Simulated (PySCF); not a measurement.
Species: C5H10Se.
SMILES: `C1CC[Se]CC1`

A linear-response calculation (PySCF, def2-SVPD basis, gas phase, vertical, core orbitals frozen in the response) gave these numbers; the functional is withheld.

Orbital energies (eV): HOMO-3 -9.28, HOMO-2 -8.64, HOMO-1 -8.10, HOMO -5.89, LUMO 0.23, LUMO+1 0.51, LUMO+2 0.84.

```tsv
state	E (eV)	f	main configurations (H = HOMO, L = LUMO)
S1	4.59	0.0000	H→L (96%)
S2	5.39	0.015	H→L+1 (96%)
S3	5.53	0.033	H→L+2 (97%)
S4	5.91	0.019	H→L+3 (97%)
S5	6.23	0.0032	H→L+4 (86%), H→L+6 (9%)
S6	6.43	0.021	H→L+5 (96%)
```

Triplets, Tamm–Dancoff:

```json
{"state": "T1", "E (eV)": "4.14", "λ (nm)": "299.8", "main configurations (H = HOMO, L = LUMO)": "H→L (91%)"}
{"state": "T2", "E (eV)": "4.85", "λ (nm)": "255.9", "main configurations (H = HOMO, L = LUMO)": "H→L+1 (47%), H→L+2 (37%), H→L+5 (8%)"}
{"state": "T3", "E (eV)": "5.34", "λ (nm)": "232.4", "main configurations (H = HOMO, L = LUMO)": "H→L+2 (56%), H→L+1 (38%)"}
{"state": "T4", "E (eV)": "5.75", "λ (nm)": "215.8", "main configurations (H = HOMO, L = LUMO)": "H→L+3 (96%)"}
```

Vertical ionisation energy by ΔSCF with the same functional: 7.96 eV. Mean static polarisability: 85.4 au.

Question: Which of these was used?
A. HF
B. PBE0
C. PBE
D. wB97X-D

Answer: B. PBE0 is a global hybrid with 25% exact exchange. In this run −ε(HOMO) = 5.89 eV differs from the ΔSCF value by -2.07 eV, and S1 differs from the orbital gap of 6.12 eV by -1.53 eV. The ratio −ε(HOMO)/IP is 0.74. Usual ranges for neutral molecules in this basis: 0.7 to 0.83 with PBE0, 0.5 to 0.7 with PBE, 0.89 to 0.99 with wB97X-D; with Hartree–Fock the ratio is 1 or more (Koopmans' value less the relaxation energy is the ΔSCF value).

Computed with TDDFT PBE0/def2-SVPD, vertical, gas phase, core orbitals frozen in the response (PySCF 2.14.0, density-fitted response routines). Isolated species at its PBE0-D3(BJ)/def2-SVP geometry (one conformer only). Relativistic effects, spin–orbit coupling among them, are left out although an element past zinc is present.
